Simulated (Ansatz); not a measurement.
The same molecule with X = B, Al, Ga, In. Ansatz, PBE0-D4/def2-TZVP geometries, multiplicity 1.

Elements past krypton have def2 core potentials. Scalar relativity is left out up to krypton.

| X | molecule | mean X–H bond length / Å | mean X–Si bond length / Å | HOMO energy (PBE/def2-TZVPP) / eV | HOMO–LUMO gap (B3LYP/def2-TZVPP) / eV | HOMO–LUMO gap (PBE/def2-TZVPP) / eV |
| --- | --- | --- | --- | --- | --- | --- |
| B | `B[SiH2][SiH3]` | 1.195 | 1.988 | -6.89 | 5.08 | 3.45 |
| Ga | `[SiH3][SiH2][GaH2]` | 1.572 | 2.406 | -6.47 | 4.82 | 3.47 |
| In | `[SiH3][SiH2][InH2]` | 1.728 | 2.571 | -6.28 | 4.60 | 3.35 |

(1) Give the row for X = Al, `[AlH2][SiH2][SiH3]`. (An estimate is asked.)

Answers

(1) The calculation gave: 
| X | molecule | mean X–H bond length / Å | mean X–Si bond length / Å | HOMO energy (PBE/def2-TZVPP) / eV | HOMO–LUMO gap (B3LYP/def2-TZVPP) / eV | HOMO–LUMO gap (PBE/def2-TZVPP) / eV |
| --- | --- | --- | --- | --- | --- | --- |
| Al | `[AlH2][SiH2][SiH3]` | 1.588 | 2.447 | -6.44 | 4.90 | 3.51 |

From B to In the mean X–H bond length isn't monotonic: highest at In, lowest at B; the mean X–Si bond length isn't monotonic: highest at In, lowest at B; the HOMO energy (PBE/def2-TZVPP) isn't monotonic: highest at In, lowest at B; the HOMO–LUMO gap (B3LYP/def2-TZVPP) falls at each step, by 0.48 eV in all; the HOMO–LUMO gap (PBE/def2-TZVPP) isn't monotonic: highest at Al, lowest at In. Bonds lengthen as the atom grows down the group.

B3LYP here is the variant with VWN-RPA as its local correlation; programs differ in this.
